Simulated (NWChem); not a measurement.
# C₃H₄Se; SMILES C#CC[SeH]

```xyz
8

C      0.5725     2.7842     0.0002
C     -0.1326     1.7999    -0.0001
C     -0.9595     0.6122    -0.0004
Se     0.1791    -1.0025    -0.0001
H      1.1921     3.6619     0.0006
H     -1.5995     0.5880    -0.8945
H     -1.5996     0.5878     0.8937
H     -0.9640    -1.9310     0.0061
```
Atoms are numbered in this order, from 1.

Program: NWChem. Pople sets run with spherical d functions. Medium grid unless said otherwise, to which SCAN and Minnesota functionals are sensitive. Geometry: optimised at PBE0/def2-SVP. Total energies of different functionals are on different scales.

```tsv
level	energy (Ha)	highest occupied level (eV)	orbital gap (eV)	dipole (D)
B3LYP/6-31G*	-2517.9267	-6.30	6.02	1.44
PBE/6-31G*	-2517.3711	-5.34	4.32	1.48
PW6B95/6-31G*	-2519.1314	-6.62	6.63	1.42
MN15/6-31G*	-2518.0548	-7.22	7.80	1.48
revPBE/6-31G*	-2517.6630	-5.31	4.36	1.46
B3PW91/6-31G*	-2517.8611	-6.37	6.08	1.47
OLYP/6-31G*	-2518.5310	?	4.37	1.44
B97-2/6-31G*	-2518.4815	-6.32	6.18	1.46
```

Some entries are withheld; supply them.


- OLYP/6-31G*, highest occupied level (eV): -5.21
